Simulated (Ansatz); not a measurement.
Compare A (`NCC1BC1`) with its isomer B (`CC1(C)BN1`).

Isolated molecules relaxed with PBE0-D4/def2-TZVP in Ansatz; ΔE leaves out vibrations. CCSD(T)/CBS adds triple-zeta CCSD(T) − MP2 to the extrapolated MP2 energy (def2 sets, frozen cores). Functionals use def2-TZVPP. B3LYP here is the variant with VWN-RPA as its local correlation; programs differ in this. Each species was taken in one conformer, which may not be the lowest.

Question: Which isomer does CCSD(T)/CBS put lower? Give the gap. (An estimate is asked.)

Answer: Ansatz gave: B, by 125.8 kJ/mol.

Question: Give E(B) − E(A) in kJ/mol with B2PLYP, B3LYP-D4, HF/def2-TZVPP, CCSD(T)/def2-TZVPP, PBE0-D4, CCSD/def2-TZVPP, ωB97M-V. (An estimate is asked.)

Answer: The calculation gave: B2PLYP -127.3, B3LYP-D4 -126.9, HF/def2-TZVPP -111.9, CCSD(T)/def2-TZVPP -126.8, PBE0-D4 -123.3, CCSD/def2-TZVPP -123.0, ωB97M-V -124.1. None reverses the order clearly.

Largest T1 diagnostic: 0.012.

In def2-TZVPP, CCSD(T) changes the Hartree–Fock value by −14.9 kJ/mol (the triples alone add −3.7 kJ/mol) and MP2 by −18.0 kJ/mol. From PBE to PBE0 (25 % exact exchange), in def2-TZVPP and without D4, E(B) − E(A) moves by +3.7 kJ/mol.
